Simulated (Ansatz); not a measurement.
Reaction (formal exchange of groups at a Ge–Si bond): `[OH][Ge]([OH])([OH])[SiH3]` + CH₄ → `[CH3][Ge]([OH])([OH])[OH]` + SiH₄

Gas-phase electronic energies from Ansatz, PBE0-D4/def2-TZVP geometries. CBS: MP2 limit from def2 TZ/QZ plus the TZ coupled-cluster correction, frozen cores. This one scheme is used for every species. For Ge outer-core shells are correlated without core-valence functions, which leaves a few kJ/mol of doubt a bond. Scalar relativity is left out up to krypton. One conformer a species, not always the lowest.

`[OH][Ge]([OH])([OH])[SiH3]`:

```xyz
11

O    -0.304    0.313   -1.950
Ge   -0.253   -0.277   -0.274
O    -1.937   -0.400    0.280
O     0.394   -1.931   -0.329
Si    1.044    1.140    1.129
H    -1.212    0.409   -2.251
H    -2.191   -1.320    0.400
H     0.547   -2.208   -1.237
H     0.363    2.453    1.242
H     2.387    1.311    0.524
H     1.162    0.509    2.467
```

CH₄:

```xyz
5

C     0.000    0.000    0.000
H     0.110    0.503    0.960
H    -0.405   -0.999    0.158
H     0.973   -0.075   -0.484
H    -0.678    0.571   -0.634
```

`[CH3][Ge]([OH])([OH])[OH]`:

Cartesian coordinates in Å:
```
C 0.901 0.816 -1.120
Ge -0.146 -0.132 0.181
O -0.030 0.622 1.782
O 0.392 -1.814 0.347
O -1.862 -0.166 -0.266
H 1.904 0.987 -0.728
H 0.967 0.228 -2.035
H 0.431 1.775 -1.340
H -0.902 0.782 2.153
H 0.552 -2.036 1.267
H -2.208 -1.061 -0.242
```

SiH₄:

```xyz
5

Si    0.000    0.000    0.000
H     1.321    0.616    0.284
H    -0.655   -0.377    1.278
H     0.189   -1.213   -0.836
H    -0.854    0.973   -0.726
```

```csv
species,CCSD(T)/CBS(def2) energy (Eh)
`[OH][Ge]([OH])([OH])[SiH3]`,-2594.41179
CH₄,-40.46206
`[CH3][Ge]([OH])([OH])[OH]`,-2343.40553
SiH₄,-291.46306
```

Task: Work out ΔE.

Result: ΔE = (-2343.40553) + (-291.46306) − (-2594.41179) − (-40.46206) = 0.00526 Eh = +0.14 eV.

Largest T1 diagnostic among the species: 0.013.

From PBE to PBE0 (25 % exact exchange), in def2-TZVPP and without D4, ΔE moves by −0.06 eV.
